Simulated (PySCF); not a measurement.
This PySCF input asks for the NMR shieldings of SMILES CC#CP(C)CC, C6H11P; the geometry comes from GFN2-xTB.

```python
import basis_set_exchange as bse
import numpy as np
from pyscf import gto, dft
from pyscf.prop import nmr

atoms = """
C     3.336969   -0.023980   -0.138423
C     1.948549   -0.213912   -0.496829
C     0.780533   -0.380833   -0.741726
P    -0.883417   -0.594459   -1.298379
C    -1.252758   -2.153548   -0.355753
C    -1.688023    0.606029   -0.109825
C    -1.370773    2.047621   -0.480236
H     3.479072   -0.185699    0.930731
H     3.648565    0.990775   -0.387372
H     3.961153   -0.728323   -0.688838
H    -0.973642   -2.057783    0.692668
H    -2.316781   -2.373775   -0.431958
H    -0.695560   -2.975496   -0.801815
H    -2.768006    0.434956   -0.155585
H    -1.349988    0.391730    0.908411
H    -1.839789    2.736508    0.220464
H    -1.729954    2.274293   -1.482207
H    -0.294910    2.212213   -0.459744
"""
names = dict.fromkeys(["C", "P", "H"], "pcSseg-1")
basis = {el: gto.basis.parse(bse.get_basis(n, elements=[el], fmt="nwchem")) for el, n in names.items()}
mol = gto.M(atom=atoms, basis=basis, charge=0, verbose=0)
mf = dft.RKS(mol, xc="PBE0")
mf.grids.level = 2
mf.grids.alignment = dft.numint.BLKSIZE   # the property module wants whole blocks of grid points
mf.conv_tol = 1e-9
mf.kernel()

calc = nmr.RKS(mf)   # GIAO
C = mf.mo_coeff
Co = C[:, mf.mo_occ > 0]
resp = mf.gen_response(singlet=True, hermi=2)
def vind(x):   # induced exchange potential for any number of trial vectors
    d = np.einsum("pi,xij,qj->xpq", C, 2 * x.reshape(-1, C.shape[1], Co.shape[1]), Co, optimize=True)
    return np.einsum("xpq,pi,qj->xij", resp(d - d.transpose(0, 2, 1)), C, Co, optimize=True).ravel()
mo1, _ = nmr.rhf.solve_mo1(calc, with_cphf=vind)
sigma = calc.kernel(mo1)
for i, s in enumerate(sigma):   # ppm
    print("%2d %-2s %9.2f" % (i, mol.atom_pure_symbol(i), np.trace(s) / 3))
```

**Question.** What does it print?

**Answer.** 
```
 0 C     180.75
 1 C      77.89
 2 C      99.16
 3 P     398.94
 4 C     168.40
 5 C     154.62
 6 C     173.80
 7 H      29.57
 8 H      29.60
 9 H      29.59
10 H      30.29
11 H      30.76
12 H      30.32
13 H      30.26
14 H      30.07
15 H      30.35
16 H      30.66
17 H      30.30
```

These numbers come from an equivalent density-fitted implementation of the same equations, which agrees with the script to about 0.01 ppm for H and up to a few tenths of a ppm for heavy atoms, so last digits may differ.

Size and cost of the density-fitted run: 181 basis functions, 42 s wall time on 1 thread of an Arm Neoverse N1, shared host; peak memory 0.82 GiB.
